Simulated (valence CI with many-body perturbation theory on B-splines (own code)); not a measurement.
# Ta23+ in brief

Level of theory: relativistic CI+MBPT: four valence electrons over a frozen Dirac-Fock core [Kr] 4d10, radial functions for each j: 8 s, 8 p, 9 d, 9 f, 6 g, 3 h, 2 i, with the one-electron correlation potential Σ1, the two-electron term Σ2, the three-electron term Σ3, Breit, model QED; selected CI, second order for the rest (own B-spline code, finite nucleus).

No measured spectrum was set against this ion. As an estimate, terms of the open shell hold to a few per cent of their energy, and close levels can change places. Core correlation moves these levels by up to 3700 cm⁻¹, and in measured spectra 5 to 20 % of such shifts remained as error; rates that hang on mixing are uncertain with them. Only levels of the ground parity were solved; by the run's estimate the other parity begins above the list, which can be wrong where configurations are misplaced.

Names give the largest LS component (configuration and term), which can be under half, so a name can repeat, a term be missing and a line seem to break the LS rules; names also repeat where a configuration has a term twice.

Rates and lifetimes use the calculated energies. Strong lines usually hold to 10 to 20 %, long lifetimes can be off by a factor of two.

(1) What is the ground level?

(2) What is the ionisation energy?

(3) How well does LS coupling describe the low levels?

(4) Name the longest-lived excited levels whose lifetime is computed, and their main decay.

(5) How is the term 5I of the ground level split?

Results:

(1) 4f4 5I_4, composition 84 % 4f4 5I + 15 % 4f4 3H, g = 0.634.

(2) 679.49 eV; NIST lists 700 ± 30 eV (theoretical).

(3) Among the lowest 20 levels the leading LS term, summed over configurations, holds 60 % on average. For single configurations the figures are 60 % in LS and 64 % in jj coupling. Terms mix most in the J = 4 level at 5.097 eV, where the leading one holds 28 %.

(4) 4f4 5F_2 at 4.217 eV lives 64.9 s, mostly by E2 to 4f4 5I_4.

(5) J = 4 at 0.000, J = 5 at 1.538, J = 6 at 2.883, J = 7 at 4.004, J = 8 at 4.962 eV.
